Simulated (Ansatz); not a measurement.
SnNH5, closed shell: a saddle search.

in.yaml

```yaml
crystal:
  periodic: [false, false, false]
  atoms:
    - {symbol: Sn, position_ang: [0.393500, -1.357700, 0.877800]}
    - {symbol: H, position_ang: [-0.240100, 0.424600, -0.337200]}
    - {symbol: N, position_ang: [0.730100, 0.432000, -0.731700]}
    - {symbol: H, position_ang: [-0.096300, 1.408500, -0.388000]}
    - {symbol: H, position_ang: [-1.389700, -1.299500, 0.315200]}
    - {symbol: H, position_ang: [-0.041500, 0.030800, 2.002700]}
    - {symbol: H, position_ang: [0.644100, 0.361300, -1.738800]}
basis:
  gaussian: {orbitals: def2-SVP}
hamiltonian: {xc: pbe0, dispersion: d4}
saddle:
  max_steps: 30
  mode_guess:
    - [-0.0000, -0.0000, 0.0000]
    - [0.0000, -0.0000, -0.0000]
    - [0.0000, -0.0000, -0.0000]
    - [-0.0000, 0.0000, 0.0000]
    - [-0.0000, 0.0000, 0.0000]
    - [0.0000, 0.0000, -0.0000]
    - [0.0000, 0.0000, -0.0000]
```

Run by:

```bash
ansatz run in.yaml --threads 2 --pin off --events-out ev --progress --plain --max-ram 4352MiB
```

Output of Ansatz 0.2.0:

```
Error: invalid value for `saddle.mode_guess`: has no component on a free degree of freedom — its frozen components are dropped, and so is its uniform translation along each direction along which no atom is frozen; give the guess a component on an atom that moves relative to the others, or omit it for a random start direction
```

The run took about 0.05 s on 2 CPU threads of an Arm Neoverse V1 (shared host).


The program refused the input. The guess of the mode is all zeros.